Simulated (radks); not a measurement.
Results of a calculation; reference values are marked as such.
Task: All-electron atom: Tm2+ in [Xe] 4f13. Level of theory: non-relativistic Kohn-Sham, BLYP, spin-unpolarised, spherical densities, point nucleus; relativity is left out, which matters for an element this heavy (a radial shooting solver on a logarithmic mesh with Libxc functionals). Some entries of the table are withheld. Estimate them.

| orbital | occ. | eigenvalue (eV) | <1/r> (bohr^-1) | <r^2> (bohr^2) |
|---|---|---|---|---|
| 1s | 2 | -55098.42 | 68.46 | 0.0006450 |
| 2s | 2 | -8920.175 | 15.99 | 0.01017 |
| 2p | 6 | (1) | 16.02 | 0.007540 |
| 3s | 2 | -1998.265 | (2) | 0.06472 |
| 3p | 6 | -1816.934 | 6.040 | 0.06018 |
| 3d | 10 | (3) | 5.952 | 0.04736 |
| 4s | 2 | -391.8267 | 2.604 | 0.3244 |
| 4p | 6 | -318.5853 | 2.509 | 0.3402 |
| 4d | 10 | -186.5729 | (4) | (5) |
| 5s | 2 | -58.4812 | 0.9761 | 2.019 |
| 5p | 6 | -39.3511 | 0.8530 | 2.626 |
| 4f | 13 | -21.1606 | 1.746 | 0.7762 |
| 6s | 0 | -14.1311 | 0.3608 | 13.53 |
| 5d | 0 | -13.8989 | 0.5303 | 6.875 |

Result: 
(1) 2p eigenvalue (eV): -8521.548
(2) 3s <1/r> (bohr^-1): 6.094
(3) 3d eigenvalue (eV): -1478.889
(4) 4d <1/r> (bohr^-1): 2.301
(5) 4d <r^2> (bohr^2): 0.3825
